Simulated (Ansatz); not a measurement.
Species: CH$_{5}$BSi, SMILES `B=[SiH]C` (charge 0, multiplicity 1).

Give a relaxed geometry from r2SCAN-D4/def2-TZVP run with Ansatz (a quantum-chemistry and plane-wave program).

the end point of this relaxation (outside a Z-matrix the atoms follow the SMILES, hydrogens last).
Bonded distances (Å): B1–Si2 1.825, B1–H4 1.179, Si2–C3 1.875, Si2–H5 1.481, C3–H6 1.091, C3–H7 1.092, C3–H8 1.092. Bond angles (°): Si2–B1–H4 176.0, B1–Si2–C3 124.7, B1–Si2–H5 117.5, C3–Si2–H5 117.3, Si2–C3–H6 110.1, Si2–C3–H7 110.9, Si2–C3–H8 110.7, H6–C3–H7 108.4, H6–C3–H8 108.3, H7–C3–H8 108.4.
